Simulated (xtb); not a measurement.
Pb(Br)(SiH3) (BrH3PbSi), SMILES [Pb]([Br])[SiH3] (connectivity only; charge and spin as stated), neutral, multiplicity 1. All values are semi-empirical tight-binding results from xtb (GFN2-xTB unless named), good for trends rather than for accurate numbers. Coordinates come from a GFN2-xTB optimisation. The structure was generated by enumeration; whether it is a known compound was not checked.

For metal compounds this method's bond lengths and energies can be far off.

```json
{
  "orbital_gap": "1.50 eV",
  "zero_point_energy": "15.0 kcal/mol",
  "G − E(el) at 298.15 K (modified RRHO)": "-6.5 kcal/mol"
}
```
